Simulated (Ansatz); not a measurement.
Mulliken charges of C2H3ClOSi (`ClC1=CO[SiH2]1`) from PBE/def2-TZVPP in Ansatz (PBE0-D4/def2-TZVP geometry).

| atom | x (Å) | y (Å) | z (Å) | charge (e) |
| --- | --- | --- | --- | --- |
| Cl1 | -0.670 | 1.208 | 2.209 | -0.082 |
| C2 | -0.163 | 0.405 | 0.803 | -0.184 |
| C3 | 1.003 | -0.207 | 0.539 | 0.156 |
| O4 | 0.970 | -0.726 | -0.743 | -0.325 |
| Si5 | -0.616 | -0.111 | -0.906 | 0.447 |
| H6 | 1.907 | -0.355 | 1.120 | 0.103 |
| H7 | -1.620 | -1.180 | -1.105 | -0.057 |
| H8 | -0.719 | 0.910 | -1.974 | -0.057 |

Task: By hand: the dipole of these point charges (1 e Å = 4.8032 D).

Result: Σ q r = (-0.019, -0.041, -0.117) e Å, of length 0.125 e Å = 0.60 D.

Task: How does the dipole of the full density compare? (Best estimate.)

Result: The calculation gave: (-0.067, -0.023, -0.124) e Å, 0.69 D; the point charges give 0.87 times that, at 21° from its direction.

Point charges leave out the atoms' own dipoles, such as those of lone pairs, and Mulliken's split depends on the basis, so the two needn't agree.
